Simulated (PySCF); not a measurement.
Species: C₇H₁₅P.
SMILES with atom numbers: `[CH3:1][C:2]([CH3:3])([CH3:4])[P:5]1[CH2:6][CH2:7][CH2:8]1`

Geometry (GFN2-xTB, Å), atoms numbered from 1 in this order:
```xyz
23
C7H15P angstrom
C     -1.6482    1.4861   -0.2635
C     -0.9935    0.1237   -0.0278
C     -2.0248   -0.8552    0.5367
C     -0.4407   -0.4154   -1.3424
P      0.2588    0.4016    1.3713
C      1.4129   -1.0736    1.2068
C      2.3945   -0.3046    0.3104
C      1.7589    1.0846    0.4671
H     -2.0598    1.8760    0.6663
H     -0.9208    2.2038   -0.6401
H     -2.4556    1.4024   -0.9896
H     -1.5686   -1.8235    0.7377
H     -2.8410   -1.0006   -0.1694
H     -2.4394   -0.4754    1.4693
H      0.0216   -1.3908   -1.2127
H      0.2864    0.2640   -1.7801
H     -1.2591   -0.5283   -2.0537
H      1.8385   -1.3248    2.1795
H      0.9848   -1.9791    0.7798
H      3.4291   -0.3534    0.6532
H      2.3676   -0.6538   -0.7209
H      1.5636    1.6273   -0.4562
H      2.3299    1.7362    1.1301
```

NICS is the negative of the GIAO shielding at a point without a nucleus: at the ring centre (0) and 1 Å above and below it (1); zz is the component along the ring normal. Level: GIAO PBE0/pcSseg-1 (PySCF, non-relativistic, gas phase) on the GFN2-xTB geometry, one conformer.

Ring bond lengths (Å), with Mayer bond orders in brackets: P5–C6 1.880 (0.96), C6–C7 1.536 (1.00), C7–C8 1.536 (1.00), C8–P5 1.880 (0.96).

What do the NICS probes read (ppm)?

```tsv
ring	type	NICS(0)	NICS(1), two faces	NICS(1)zz, two faces	rms pucker (Å)	centre to ring atoms, mean (Å)
P5–C6–C7–C8	4-membered ring with P; formal bonds all single	3.8	0.9 / 0.8	6.7 / 6.3	0.06	1.20
```

What do they say, and how far can they be read as aromaticity?

- P5–C6–C7–C8: mean NICS(1)zz 6.5 ppm, deshielded. C6, C7, C8 have four or more neighbours; no verdict on aromaticity is drawn.

At the first NICS(1) probe listed for ring P5–C6–C7–C8, 1 Å off the ring, what do the in-plane components average?

The isotropic value is a third of the trace: (3 × 0.9 − (6.7))/2 = -2.0 ppm.

Cost: about 2.5 min of CPU time on one thread (grids of density and orbitals included); the machine was shared, so the figure is rough. This is the whole shielding run at PBE0/pcSseg-1, SCF included.
